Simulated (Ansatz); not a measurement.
C₂H₃BClNO₂ (`C=NC(=O)OBCl`). The species carries charge 0 and has multiplicity 1.

Z-matrix (Å, degrees):
```
C
N 1 1.258
H 1 1.088 2 118.8
H 1 1.094 2 123.3 3 179.9
C 2 1.385 1 121.1 3 -176.6
O 5 1.366 2 110.1 1 -109.9
O 5 1.190 2 126.2 1 71.8
B 6 1.356 5 126.6 2 -120.3
Cl 8 1.745 6 122.2 5 10.5
H 8 1.188 6 117.6 5 -171.6
```

(1) What are the harmonic wavenumbers in cm⁻¹ at PBE0-D4/def2-TZVP (Ansatz, finite differences of forces, unscaled)? (Estimate.)

(2) Is this a minimum?

(3) Give the ideal-gas thermochemistry at 298.15 K and 1 bar (rigid rotor, harmonic oscillator; point group C1, symmetry number 1).

(4) Rotational constants (cm⁻¹)?

Results:

(1) Ansatz gave: 22, 64, 127, 183, 259, 421, 457, 611, 721, 816, 837, 855, 898, 1105, 1107, 1216, 1231, 1317, 1511, 1779, 1867, 2700, 3066, 3180.

(2) Yes, all 24 modes are real.

(3) Zero-point energy 157.6 kJ/mol; H(298) − E = 179.6 kJ/mol; entropy 374.4 J/(mol·K), of which translation 168.5, rotation 117.8, vibration 88.1; G(298) − E = 68.0 kJ/mol. Modes under 100 cm⁻¹ are hindered rotations or soft bends, so the harmonic entropy is rough.

(4) 0.186, 0.03977, 0.03786.
